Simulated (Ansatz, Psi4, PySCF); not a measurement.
Molecule: difluoroboranylsilane, BSiH3F2 (charge 0, singlet). SMILES: FB(F)[SiH3]
Geometry: optimised at B3LYP-D3(BJ)/def2-TZVP (Ansatz, a program for electronic structure).

Quantity: atomisation energy, in kcal/mol. Set-up: LANL2DZ with its own core potentials from Na on; six Cartesian d functions in 6-31G* and its kin unless marked 5d; 6-311+G** with 5d, 6d on Na to Ar in Ansatz; non-relativistic; UHF or UKS for open shells; valence correlation only; atomisation electronic, to ground-state atoms; spin-orbit terms left out; no dispersion term unless named. Basis-set limits of correlation are two-point, X^-3; Hartree-Fock from the larger set (for Q and 5 zeta extrapolated as (X+1)exp(-9√X)). Ab initio and DFT rows: single points at B3LYP-D3(BJ) geometries (Ansatz).

Coupled cluster (Ansatz) is a level with limits of its own, used here on species with T1 under 0.025 (0.045 for open shells) and stable references: CCSD(T)/CBS(cc-pV(Q+d)Z,cc-pV(5+d)Z).

Value to compare with, CCSD(T)/CBS(cc-pV(Q+d)Z,cc-pV(5+d)Z) (Ansatz): 613.9 kcal/mol.

```
level                           program  atomisation energy (kcal/mol)  difference
-----------------------  --------------  -----------------------------  ----------
HF/STO-3G                        Ansatz                          577.1       -36.8
HF/3-21G                         Ansatz                          431.6      -182.3
HF/6-311+G**                     Ansatz                          463.5      -150.4
SVWN5/6-31G*                     Ansatz                          703.5        89.6
PBE/STO-3G                       Ansatz                          787.3       173.4
PBE/6-311+G**                    Ansatz                          608.3        -5.6
B3LYP/STO-3G                     Ansatz                          758.8       144.9
B3LYP/3-21G                      Ansatz                          595.4       -18.5
B3LYP/LANL2DZ                    Ansatz                          565.1       -48.8
B3LYP/6-31G*                     Ansatz                          612.6        -1.3
B3LYP/6-31+G*                    Ansatz                          602.3       -11.6
B3LYP/6-31G**                    Ansatz                          614.6         0.7
M06-2X/6-31G* (5d)                PySCF                          616.6         2.7
wB97X-D/6-311+G**                  Psi4                          602.5       -11.4
B3LYP-D3(BJ)/def2-TZVPD  Ansatz + dftd3                          613.1        -0.8
```

Among the 14 habitual levels, HF/3-21G lies farthest from CCSD(T)/CBS(cc-pV(Q+d)Z,cc-pV(5+d)Z) (Ansatz) (-182.3 kcal/mol) and B3LYP/6-31G** nearest (0.7); 5 of 14 lie above it, and their mean absolute difference is 62.7 kcal/mol, the median 27.6. One case shows no general order.

The levels are drawn from those run, B3LYP/6-31G* more often than the rest, none by its result; left out are runs that failed, that the program found above a lower state of the same kind, or whose <S^2> lies over 0.5 above the pure value.
